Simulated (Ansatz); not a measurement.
## Nudged elastic band run: BClF₂HO

input.yaml

```yaml
crystal:
  periodic: [false, false, false]
  atoms:
    - { symbol: B, position_ang: [-0.184433, 0.025873, 1.070565] }
    - { symbol: Cl, position_ang: [1.497515, -1.108291, 1.738731] }
    - { symbol: F, position_ang: [0.255867, 0.965568, 0.230374] }
    - { symbol: F, position_ang: [-1.123186, -0.841268, 0.647499] }
    - { symbol: O, position_ang: [-0.224109, 0.413101, 2.46848] }
    - { symbol: H, position_ang: [-0.736054, -0.256083, 2.971451] }
magnetization:
  spin_polarized: true
  initial_magnetization: 1
basis:
  gaussian: { orbitals: def2-SVP }
hamiltonian:
  xc: pbe
  dispersion: d4
neb:
  order_check: false
  images: 9
  f_tol: 0.05
  max_iterations: 60
  final_atoms:
    - { symbol: B, position_ang: [-0.18253602, 0.01718266, 1.06897577] }
    - { symbol: Cl, position_ang: [1.71339335, -0.45737623, 1.91158664] }
    - { symbol: F, position_ang: [-0.23376902, -0.49278625, -0.16473233] }
    - { symbol: F, position_ang: [-0.39252387, 1.33610121, 1.23871553] }
    - { symbol: O, position_ang: [-0.65017255, -0.86410245, 2.125211] }
    - { symbol: H, position_ang: [-0.7687919, -0.34011894, 2.94734339] }
  initial_path:
    images:
      - { positions_ang: [[-0.184433, 0.025873, 1.070565], [1.497515, -1.108291, 1.738731], [0.255867, 0.965568, 0.230374], [-1.123186, -0.841268, 0.647499], [-0.224109, 0.413101, 2.46848], [-0.736054, -0.256083, 2.971451]] }
      - { positions_ang: [[-0.18067714, 0.00429571, 0.85539302], [1.18338525, -0.87355455, 1.81048792], [0.34700432, 0.8850726, 0.03402558], [-1.11869695, -0.83688102, 0.4030544], [-0.17733929, 0.36996614, 2.77099914], [-0.56807619, -0.34999889, 3.25313994]] }
      - { positions_ang: [[-0.17692128, -0.01728157, 0.64022104], [0.8692555, -0.6388181, 1.88224483], [0.43814164, 0.80457721, -0.16232285], [-1.1142079, -0.83249405, 0.15860981], [-0.13056958, 0.32683129, 3.07351827], [-0.40009839, -0.44391478, 3.53482889]] }
      - { positions_ang: [[-0.17316541, -0.03885886, 0.42504906], [0.55512575, -0.40408165, 1.95400175], [0.52927896, 0.72408181, -0.35867127], [-1.10971885, -0.82810707, -0.08583479], [-0.08379986, 0.28369643, 3.37603741], [-0.23212058, -0.53783067, 3.81651783]] }
      - { positions_ang: [[-0.16940955, -0.06043614, 0.20987708], [0.240996, -0.1693452, 2.02575867], [0.62041628, 0.64358642, -0.55501969], [-1.1052298, -0.8237201, -0.33027938], [-0.03703015, 0.24056157, 3.67855655], [-0.06414278, -0.63174656, 4.09820678]] }
      - { positions_ang: [[-0.16565369, -0.08201343, -0.0052949], [-0.07313375, 0.06539125, 2.09751558], [0.71155359, 0.56309102, -0.75136811], [-1.10074075, -0.81933312, -0.57472398], [0.00973956, 0.19742672, 3.98107568], [0.10383503, -0.72566244, 4.37989572]] }
      - { positions_ang: [[-0.16903015, -0.06217421, 0.20955924], [0.28417167, -0.03916225, 2.06032979], [0.52248907, 0.35191557, -0.63404096], [-0.95909737, -0.38824625, -0.21203607], [-0.12224286, -0.01487912, 3.60990275], [-0.07069036, -0.64855374, 4.09338525]] }
      - { positions_ang: [[-0.17240662, -0.04233499, 0.42441337], [0.64147709, -0.14371574, 2.02314401], [0.33342455, 0.14074011, -0.5167138], [-0.81745399, 0.04284061, 0.15065183], [-0.25422528, -0.22718495, 3.23872981], [-0.24521574, -0.57144504, 3.80687479]] }
      - { positions_ang: [[-0.17578309, -0.02249577, 0.6392675], [0.99878251, -0.24826924, 1.98595822], [0.14436003, -0.07043534, -0.39938664], [-0.67581062, 0.47392748, 0.51333973], [-0.3862077, -0.43949078, 2.86755687], [-0.41974113, -0.49433634, 3.52036432]] }
      - { positions_ang: [[-0.17915955, -0.00265655, 0.85412164], [1.35608793, -0.35282273, 1.94877243], [-0.04470449, -0.2816108, -0.28205948], [-0.53416724, 0.90501435, 0.87602763], [-0.51819013, -0.65179662, 2.49638394], [-0.59426652, -0.41722764, 3.23385385]] }
      - { positions_ang: [[-0.18253602, 0.01718266, 1.06897577], [1.71339335, -0.45737623, 1.91158664], [-0.23376902, -0.49278625, -0.16473233], [-0.39252387, 1.33610121, 1.23871553], [-0.65017255, -0.86410245, 2.125211], [-0.7687919, -0.34011894, 2.94734339]] }
```

Command:

```bash
$ ansatz run input.yaml --threads 2 --pin off --max-ram 3072MiB --backend cpu --events-out ev --progress --plain --runs-dir out
```

Output, in part (warnings, iteration lines):

```
NEB end point (image 0): max|allowed force component| = 2.177e-2 eV/Å (the criterion of neb.relax_end_points is 1.000e-2)
NEB end point (image 10): max|allowed force component| = 2.723e-2 eV/Å (the criterion of neb.relax_end_points is 1.000e-2)
NEB iter   1: max|band force component| = 2.899e2 eV/Å  barrier→ = 65.3240 eV  barrier← = 65.3239 eV  Δτ_max = 0.1993 Å  (433 SCF iters)
NEB iter   2: max|band force component| = 1.041e2 eV/Å  barrier→ = 34.7994 eV  barrier← = 34.7993 eV  Δτ_max = 0.2000 Å  (306 SCF iters)
NEB iter   3: max|band force component| = 5.908e1 eV/Å  barrier→ = 16.6964 eV  barrier← = 16.6962 eV  Δτ_max = 0.1932 Å  (318 SCF iters)
NEB iter   4: max|band force component| = 2.529e1 eV/Å  barrier→ = 7.3023 eV  barrier← = 7.3021 eV  Δτ_max = 0.2000 Å  (308 SCF iters)
NEB iter   5: max|band force component| = 1.811e1 eV/Å  barrier→ = 3.9091 eV  barrier← = 3.9089 eV  Δτ_max = 0.2000 Å  (330 SCF iters)
NEB iter   6: max|band force component| = 3.428e1 eV/Å  barrier→ = 6.6692 eV  barrier← = 6.6690 eV  Δτ_max = 0.1012 Å  (343 SCF iters)
NEB iter   7: max|band force component| = 5.117e0 eV/Å  barrier→ = 2.0016 eV  barrier← = 2.0015 eV  Δτ_max = 0.1985 Å  (344 SCF iters)
NEB iter   8: max|band force component| = 3.138e0 eV/Å  barrier→ = 2.2658 eV  barrier← = 2.2656 eV  Δτ_max = 0.2000 Å  (347 SCF iters)
NEB iter   9: max|band force component| = 2.125e0 eV/Å  barrier→ = 2.2280 eV  barrier← = 2.2279 eV  Δτ_max = 0.1983 Å  (372 SCF iters)
NEB iter  10: max|band force component| = 3.887e0 eV/Å  barrier→ = 2.3261 eV  barrier← = 2.3259 eV  Δτ_max = 0.1046 Å  (439 SCF iters)
NEB iter  11: max|band force component| = 3.165e0 eV/Å  barrier→ = 1.8877 eV  barrier← = 1.8875 eV  Δτ_max = 0.1040 Å  (361 SCF iters)
NEB iter  12: max|band force component| = 1.359e0 eV/Å  barrier→ = 1.6445 eV  barrier← = 1.6443 eV  Δτ_max = 0.2000 Å  (358 SCF iters)
NEB iter  13: max|band force component| = 2.997e0 eV/Å  barrier→ = 1.6632 eV  barrier← = 1.6631 eV  Δτ_max = 0.1006 Å  (343 SCF iters)
NEB iter  14: max|band force component| = 1.922e0 eV/Å  barrier→ = 1.6324 eV  barrier← = 1.6323 eV  Δτ_max = 0.2000 Å  (353 SCF iters)
NEB iter  15: max|band force component| = 2.719e0 eV/Å  barrier→ = 1.6799 eV  barrier← = 1.6797 eV  Δτ_max = 0.1931 Å  (352 SCF iters)
NEB iter  16: max|band force component| = 1.492e0 eV/Å  barrier→ = 1.6174 eV  barrier← = 1.6172 eV  Δτ_max = 0.2000 Å  (372 SCF iters)
NEB iter  17: max|band force component| = 2.198e0 eV/Å  barrier→ = 1.9368 eV  barrier← = 1.9367 eV  Δτ_max = 0.1016 Å  (381 SCF iters)
NEB iter  18: max|band force component| = 1.092e0 eV/Å  barrier→ = 1.6668 eV  barrier← = 1.6667 eV  Δτ_max = 0.0999 Å  (350 SCF iters)
NEB iter  19: max|band force component| = 1.605e0 eV/Å  barrier→ = 1.7074 eV  barrier← = 1.7072 eV  Δτ_max = 0.0504 Å  (335 SCF iters)
NEB iter  20: max|band force component| = 7.791e-1 eV/Å  barrier→ = 1.6192 eV  barrier← = 1.6190 eV  Δτ_max = 0.1006 Å  (314 SCF iters)
NEB iter  21: max|band force component| = 1.215e0 eV/Å  barrier→ = 1.6010 eV  barrier← = 1.6008 eV  Δτ_max = 0.0498 Å  (315 SCF iters)
NEB iter  22: max|band force component| = 7.682e-1 eV/Å  barrier→ = 1.5996 eV  barrier← = 1.5994 eV  Δτ_max = 0.0501 Å  (305 SCF iters)
NEB iter  23: max|band force component| = 6.207e-1 eV/Å  barrier→ = 1.5986 eV  barrier← = 1.5984 eV  Δτ_max = 0.0500 Å  (304 SCF iters)
NEB iter  24: max|band force component| = 2.619e-1 eV/Å  barrier→ = 1.6005 eV  barrier← = 1.6003 eV  CI = image 4  Δτ_max = 0.1005 Å  (299 SCF iters)
NEB iter  25: max|band force component| = 2.156e0 eV/Å  barrier→ = 1.6680 eV  barrier← = 1.6679 eV  CI = image 2  Δτ_max = 0.0501 Å  (321 SCF iters)
NEB iter  26: max|band force component| = 1.860e0 eV/Å  barrier→ = 1.5976 eV  barrier← = 1.5975 eV  CI = image 4  Δτ_max = 0.1007 Å  (309 SCF iters)
NEB iter  27: max|band force component| = 8.287e-1 eV/Å  barrier→ = 1.5994 eV  barrier← = 1.5992 eV  CI = image 4  Δτ_max = 0.2000 Å  (334 SCF iters)
NEB iter  28: max|band force component| = 8.998e-1 eV/Å  barrier→ = 1.5993 eV  barrier← = 1.5992 eV  CI = image 4  Δτ_max = 0.1004 Å  (329 SCF iters)
NEB iter  29: max|band force component| = 7.125e-1 eV/Å  barrier→ = 1.5993 eV  barrier← = 1.5992 eV  CI = image 4  Δτ_max = 0.1005 Å  (314 SCF iters)
NEB iter  30: max|band force component| = 1.324e0 eV/Å  barrier→ = 1.7195 eV  barrier← = 1.7193 eV  CI = image 3  Δτ_max = 0.0502 Å  (328 SCF iters)
NEB iter  31: max|band force component| = 1.009e0 eV/Å  barrier→ = 1.6469 eV  barrier← = 1.6468 eV  CI = image 3  Δτ_max = 0.1001 Å  (316 SCF iters)
NEB iter  32: max|band force component| = 8.146e-1 eV/Å  barrier→ = 1.6208 eV  barrier← = 1.6206 eV  CI = image 4  Δτ_max = 0.0998 Å  (325 SCF iters)
NEB iter  33: max|band force component| = 1.952e0 eV/Å  barrier→ = 1.7053 eV  barrier← = 1.7052 eV  CI = image 3  Δτ_max = 0.0499 Å  (327 SCF iters)
NEB iter  34: max|band force component| = 1.751e0 eV/Å  barrier→ = 1.6710 eV  barrier← = 1.6708 eV  CI = image 3  Δτ_max = 0.0997 Å  (308 SCF iters)
NEB iter  35: max|band force component| = 5.817e-1 eV/Å  barrier→ = 1.5969 eV  barrier← = 1.5967 eV  CI = image 4  Δτ_max = 0.1887 Å  (319 SCF iters)
NEB iter  36: max|band force component| = 3.573e0 eV/Å  barrier→ = 2.0752 eV  barrier← = 2.0750 eV  CI = image 3  Δτ_max = 0.1021 Å  (328 SCF iters)
NEB iter  37: max|band force component| = 2.859e0 eV/Å  barrier→ = 1.8994 eV  barrier← = 1.8992 eV  CI = image 3  Δτ_max = 0.2000 Å  (321 SCF iters)
NEB iter  38: max|band force component| = 2.216e0 eV/Å  barrier→ = 1.8495 eV  barrier← = 1.8493 eV  CI = image 2  Δτ_max = 0.2000 Å  (346 SCF iters)
NEB iter  39: max|band force component| = 2.245e0 eV/Å  barrier→ = 2.1292 eV  barrier← = 2.1290 eV  CI = image 4  Δτ_max = 0.0997 Å  (344 SCF iters)
NEB iter  40: max|band force component| = 1.445e0 eV/Å  barrier→ = 1.7939 eV  barrier← = 1.7938 eV  CI = image 4  Δτ_max = 0.1963 Å  (322 SCF iters)
NEB iter  41: max|band force component| = 6.919e0 eV/Å  barrier→ = 2.5162 eV  barrier← = 2.5161 eV  CI = image 3  Δτ_max = 0.1019 Å  (332 SCF iters)
NEB iter  42: max|band force component| = 2.681e0 eV/Å  barrier→ = 1.7724 eV  barrier← = 1.7722 eV  CI = image 3  Δτ_max = 0.1157 Å  (331 SCF iters)
NEB iter  43: max|band force component| = 3.798e0 eV/Å  barrier→ = 1.9264 eV  barrier← = 1.9263 eV  CI = image 3  Δτ_max = 0.2000 Å  (319 SCF iters)
NEB iter  44: max|band force component| = 3.789e0 eV/Å  barrier→ = 1.8977 eV  barrier← = 1.8975 eV  CI = image 3  Δτ_max = 0.2000 Å  (364 SCF iters)
NEB iter  45: max|band force component| = 9.018e0 eV/Å  barrier→ = 2.5766 eV  barrier← = 2.5764 eV  CI = image 2  Δτ_max = 0.1006 Å  (349 SCF iters)
NEB iter  46: max|band force component| = 8.182e0 eV/Å  barrier→ = 2.5399 eV  barrier← = 2.5398 eV  CI = image 2  Δτ_max = 0.2000 Å  (334 SCF iters)
NEB iter  47: max|band force component| = 6.738e0 eV/Å  barrier→ = 2.0702 eV  barrier← = 2.0701 eV  CI = image 2  Δτ_max = 0.2000 Å  (330 SCF iters)
NEB iter  48: max|band force component| = 5.748e0 eV/Å  barrier→ = 2.0733 eV  barrier← = 2.0732 eV  CI = image 3  Δτ_max = 0.1961 Å  (322 SCF iters)
NEB iter  49: max|band force component| = 3.164e0 eV/Å  barrier→ = 1.8758 eV  barrier← = 1.8756 eV  CI = image 3  Δτ_max = 0.2000 Å  (338 SCF iters)
NEB iter  50: max|band force component| = 2.425e0 eV/Å  barrier→ = 1.7511 eV  barrier← = 1.7509 eV  CI = image 3  Δτ_max = 0.2000 Å  (333 SCF iters)
NEB iter  51: max|band force component| = 3.497e0 eV/Å  barrier→ = 2.1640 eV  barrier← = 2.1638 eV  CI = image 5  Δτ_max = 0.1000 Å  (327 SCF iters)
NEB iter  52: max|band force component| = 3.355e0 eV/Å  barrier→ = 2.0952 eV  barrier← = 2.0950 eV  CI = image 5  Δτ_max = 0.1940 Å  (320 SCF iters)
NEB iter  53: max|band force component| = 3.141e0 eV/Å  barrier→ = 2.0273 eV  barrier← = 2.0271 eV  CI = image 5  Δτ_max = 0.1963 Å  (334 SCF iters)
NEB iter  54: max|band force component| = 6.164e0 eV/Å  barrier→ = 2.5700 eV  barrier← = 2.5699 eV  CI = image 4  Δτ_max = 0.1024 Å  (338 SCF iters)
NEB iter  55: max|band force component| = 2.847e0 eV/Å  barrier→ = 1.8807 eV  barrier← = 1.8806 eV  CI = image 4  Δτ_max = 0.1971 Å  (322 SCF iters)
NEB iter  56: max|band force component| = 2.513e0 eV/Å  barrier→ = 1.8664 eV  barrier← = 1.8662 eV  CI = image 5  Δτ_max = 0.1963 Å  (337 SCF iters)
NEB iter  57: max|band force component| = 4.551e-1 eV/Å  barrier→ = 1.6091 eV  barrier← = 1.6090 eV  CI = image 4  Δτ_max = 0.1983 Å  (339 SCF iters)
NEB iter  58: max|band force component| = 5.160e0 eV/Å  barrier→ = 2.4742 eV  barrier← = 2.4741 eV  CI = image 5  Δτ_max = 0.1009 Å  (325 SCF iters)
NEB iter  59: max|band force component| = 5.310e0 eV/Å  barrier→ = 2.4748 eV  barrier← = 2.4746 eV  CI = image 5  Δτ_max = 0.2000 Å  (321 SCF iters)
NEB iter  60: max|band force component| = 4.508e0 eV/Å  barrier→ = 2.2801 eV  barrier← = 2.2799 eV  CI = image 5  Δτ_max = 0.2000 Å  (352 SCF iters)
Error: NEB band did not converge after 60 iterations: max|band force component| = 4.51e0 eV/Å (threshold 5.0e-2); raise `neb.max_iterations` in a new run, which can start from the last band evaluated (`neb.initial_path`, with `crystal.atoms` and `neb.final_atoms` set to its first and last images), …
```

It did not converge within its limit. The band didn't meet its force threshold, so its energies are provisional: the largest band force was still 4.51 eV/Å, and over the last iterations the top moved between 2.28 and 2.47 eV.

Final band:

```tsv
image	path coordinate (Å)	energy (eV)
0	0.00	0.00
1	0.87	1.23
2	1.75	1.51
3	2.62	1.58
4	3.49	2.08
5	4.50	2.28
6	5.42	1.31
7	6.34	0.13
8	7.26	0.16
9	8.17	0.17
10	9.10	0.00
```

Run time: 16 min on 2 threads of Arm Neoverse V1, on a shared host, peak memory 0.2 GiB.
